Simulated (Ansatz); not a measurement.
Born–Oppenheimer molecular dynamics of ClH7Si3 (11 atoms, charge 0, multiplicity 1). It starts from a relaxed structure.

The calculation used RKS r2SCAN-D4/STO-3G (Ansatz 0.2.0).

| Quantity | Value |
| --- | --- |
| ensemble | NVT, Langevin thermostat |
| time step | 0.5 fs |
| steps asked | 100 |
| set temperature | 300 K |
| friction | 0.005 /fs |
| masses | H 2.014 u |
| seed | 129932 |

First frame:

```xyz
11
Properties=species:S:1:pos:R:3
Si 0.088 0.118 0.041
Si -0.041 -0.114 2.288
H -1.423 -0.323 2.661
H 0.735 -1.249 2.735
H 0.436 1.075 2.955
Cl 2.134 0.367 -0.491
Si -1.090 1.842 -0.830
H -2.495 1.644 -0.544
H -0.678 3.095 -0.239
H -0.916 1.916 -2.263
H -0.301 -1.122 -0.610
```

(1) How far do the bonds stretch over the last three quarters of this one trajectory? (Pairs bonded in most of those frames.)

Answers

(1) 
```csv
bond,mean (Å),spread (Å),shortest,longest
Si1–Si2,2.254,0.031,2.20,2.29
Si1–Cl6,2.121,0.022,2.10,2.16
Si1–Si7,2.238,0.047,2.17,2.31
Si1–H11,1.453,0.019,1.43,1.48
Si2–H3,1.446,0.013,1.42,1.47
Si2–H4,1.450,0.020,1.42,1.49
Si2–H5,1.444,0.023,1.41,1.48
Si7–H8,1.452,0.023,1.41,1.49
Si7–H9,1.446,0.024,1.40,1.49
Si7–H10,1.450,0.023,1.41,1.48
```

Mean temperature of the second half: 161 K. The mean temperature of the second half is 46 % below the set value. A run of 0.05 ps of so small a system gives no equilibrium averages. Limits of this set-up: minimal basis.

Time of the run: 3.3 min on 1 thread of Intel(R) Xeon(R) 6975P-C (Granite Rapids) (shared host), peak memory 0.14 GiB.
